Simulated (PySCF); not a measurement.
Geometry:
| atom | x (Å) | y (Å) | z (Å) |
| --- | --- | --- | --- |
| C1 | -1.162 | 0.569 | 1.331 |
| C2 | -0.962 | -0.274 | 0.332 |
| C3 | -2.057 | -0.904 | -0.468 |
| C4 | 0.429 | -0.651 | -0.130 |
| O5 | 1.426 | -0.389 | 0.822 |
| Si6 | 2.472 | 0.764 | 0.348 |
| Cl7 | 2.412 | 2.406 | 1.451 |
| O8 | 1.764 | 1.010 | -1.135 |
| C9 | 0.744 | 0.188 | -1.373 |
| O10 | 0.161 | 0.141 | -2.412 |
| H11 | -0.352 | 1.004 | 1.889 |
| H12 | -2.157 | 0.837 | 1.641 |
| H13 | -2.052 | -1.985 | -0.333 |
| H14 | -3.024 | -0.515 | -0.161 |
| H15 | -1.906 | -0.697 | -1.526 |
| H16 | 0.464 | -1.713 | -0.397 |
| H17 | 3.791 | 0.223 | 0.111 |

[PySCF 2.14.0 with density-fitted response routines: geometry from GFN2-xTB; GIAO PBE0/pcSseg-1 shieldings; equivalent nuclei averaged; no solvent; no relativistic terms; a single conformation]

Question: List the cross peaks expected in HSQC, COSY and HMBC spectra.

Answer: 

HSQC (one-bond C–H):
```tsv
δH	δC
5.54 (H11)	116.7 (C1)
5.48 (H12)	116.7 (C1)
4.64 (H16)	80.7 (C4)
2.26 (H13/H14/H15)	23.1 (C3)
```

COSY cross peaks (H two or three bonds apart, from the bond graph; peaks can be absent where the dihedral angle is near 90°):
```tsv
δH	δH
5.54 (H11)	5.48 (H12)
```

HMBC (two and three bonds, from the bond graph):
```tsv
δH	δC
5.54 (H11)	151.1 (C2), 80.7 (C4), 23.1 (C3)
5.48 (H12)	151.1 (C2), 80.7 (C4), 23.1 (C3)
5.38 (H17)	174.0 (C9), 80.7 (C4)
4.64 (H16)	174.0 (C9), 151.1 (C2), 116.7 (C1), 23.1 (C3)
2.26 (H13/H14/H15)	151.1 (C2), 116.7 (C1), 80.7 (C4)
```

References, each an isolated molecule treated in the same way: TMS for 1H, 13C.

Short H···H contacts in this conformer between protons four or more bonds apart (candidates for NOE cross peaks, intensity ∝ r⁻⁶): H12···H14 2.41 Å, H13···H16 2.53 Å.

Shifts are as computed. Against solution values, carbons near 30 ppm lie about +3 ppm off and those near 130 ppm about +5 ppm. Of 1211 compounds with measured shifts, 218 miss one by over three times the rms of a fit or turn the order of signals round; such compounds aren't used in these exercises.
